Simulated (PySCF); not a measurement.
ZrH₄, SMILES [ZrH4], multiplicity 1.

Coordinates come from a r2SCAN-D4/def2-TZVPD optimisation. The multiplicity is an assumed one; other spin states were not compared. The def2 effective core potentials stand for the cores of Zr; spin–orbit coupling is left out.

Level of theory: PBE/def2-TZVPD (PySCF).

Symmetry labels are those of the subgroup D2 that the program uses (full group Td).

Computed valence orbital energies around the gap with their symmetry:
```json
[
 {"orbital": "HOMO−7", "symmetry": "A", "energy (eV)": "-55.33"},
 {"orbital": "HOMO−6", "symmetry": "B1", "energy (eV)": "-32.82"},
 {"orbital": "HOMO−5", "symmetry": "B2", "energy (eV)": "-32.82"},
 {"orbital": "HOMO−4", "symmetry": "B3", "energy (eV)": "-32.82"},
 {"orbital": "HOMO−3", "symmetry": "A", "energy (eV)": "-7.94"},
 {"orbital": "HOMO−2", "symmetry": "B1", "energy (eV)": "-7.20"},
 {"orbital": "HOMO−1", "symmetry": "B2", "energy (eV)": "-7.20"},
 {"orbital": "HOMO", "symmetry": "B3", "energy (eV)": "-7.20"},
 {"orbital": "LUMO", "symmetry": "A", "energy (eV)": "-3.50"},
 {"orbital": "LUMO+1", "symmetry": "A", "energy (eV)": "-3.50"},
 {"orbital": "LUMO+2", "symmetry": "B1", "energy (eV)": "-2.35"},
 {"orbital": "LUMO+3", "symmetry": "B2", "energy (eV)": "-2.35"}
]
```
